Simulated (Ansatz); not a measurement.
Breaking a bond: SMILES [SeH2] (H2Se). The Se1–H3 bond (Se1 also carries H; H3 carries nothing else) is pulled apart rigidly from the PBE0/def2-TZVP optimised geometry.

UHF/cc-pVDZ (Ansatz, a program for electronic structure); UKS-PBE0 = unrestricted PBE0/cc-pVDZ in Ansatz; FCI = full CI/cc-pVDZ, cores with 3d frozen (Ansatz).

Energies relative to the lowest point of each curve near equilibrium, in kJ/mol:

```
R / Å    UHF  UKS-PBE0
-----  -----  --------
1.18   146.7     152.1
1.40     4.3       6.4
1.42     1.7       3.2
1.47     0.0       0.0
1.58    14.4      10.5
1.61    21.5      16.4
1.70    48.4      39.4
1.95   143.4     124.1
2.45   226.1     280.3
2.88   240.7     325.7
3.63   245.5     342.6
5.13   246.2     345.2
```

Q: Predict the corresponding FCI column.

A: 1.18: 153.8; 1.40: 6.5; 1.42: 3.3; 1.47: 0.0; 1.58: 10.2; 1.61: 16.0; 1.70: 38.4; 1.95: 117.5; 2.45: 249.8; 2.88: 304.5; 3.63: 330.4; 5.13: 334.1 (kJ/mol).

The unrestricted determinant behind UHF is spin-contaminated at 1.95 to 5.13 Å (<S²> up to 1.0, against 0.00 for a pure singlet). The unrestricted determinant behind UKS-PBE0 is spin-contaminated at 2.45 to 5.13 Å (<S²> up to 1.0, against 0.00 for a pure singlet).
